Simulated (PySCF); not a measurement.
C2H6Be, SMILES [CH3][Be][CH3].

Coordinates come from a r2SCAN-D4/def2-TZVP optimisation. The isomer is the one that the SMILES or the coordinates give; other isomers of the formula were not compared.

All values below come from PBE/def2-TZVPD run with PySCF.

Symmetry labels are those of the subgroup C2 that the program uses (full group D3).

Computed valence orbital energies around the gap with their symmetry:
| orbital | symmetry | energy (eV) |
|---|---|---|
| HOMO−7 | A | -16.38 |
| HOMO−6 | B | -16.33 |
| HOMO−5 | A | -9.31 |
| HOMO−4 | B | -9.31 |
| HOMO−3 | B | -9.10 |
| HOMO−2 | A | -9.10 |
| HOMO−1 | A | -7.49 |
| HOMO | B | -6.73 |
| LUMO | A | -0.55 |
| LUMO+1 | A | -0.39 |
| LUMO+2 | B | -0.39 |
| LUMO+3 | B | 0.22 |
